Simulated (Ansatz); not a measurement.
Total energies of GeClH3 (GeH₃Cl) from Ansatz at PBE0-D4/def2-TZVP, gas phase (1 Eh = 27.2114 eV = 2625.5 kJ/mol). The reference geometry is relaxed at PBE-D4/def2-TZVP.

| state | geometry | energy (Eh) |
| --- | --- | --- |
| charge 0 singlet | reference | -2538.63524 |
| charge 1 doublet | reference | -2538.22419 |
| charge 1 doublet | relaxed at PBE-D4/def2-TZVP | -2538.23250 |
| free Ge atom (triplet) | – | -2076.65516 |
| free Cl atom (doublet) | – | -459.99739 |
| free H atom (doublet) | – | -0.50104 |

Problem. Work out the vertical ionisation energy to the doublet.

Solution. E(charge 1 doublet) − E(charge 0 singlet) = -2538.22419 − (-2538.63524) = 0.41105 Eh = 11.19 eV. For comparison, −ε of the highest occupied level is 8.77 eV at this level, 2.42 eV less.

Problem. How much does the charge 1 doublet relax, and what is the adiabatic ionisation energy?

Solution. Relaxation: -2538.22419 − (-2538.23250) = 0.00831 Eh = 0.23 eV. Adiabatic ionisation energy: 0.40274 Eh = 10.96 eV, without zero-point energy. 

Problem. What is the binding energy per atom against free atoms?

Solution. Atoms: 1 × (-2076.65516) + 1 × (-459.99739) + 3 × (-0.50104) = -2538.15567 Eh. Binding: -2538.15567 − (-2538.63524) = 0.47957 Eh = 13.05 eV, or 2.61 eV for each of 5 atoms (no zero-point energy, no counterpoise term).
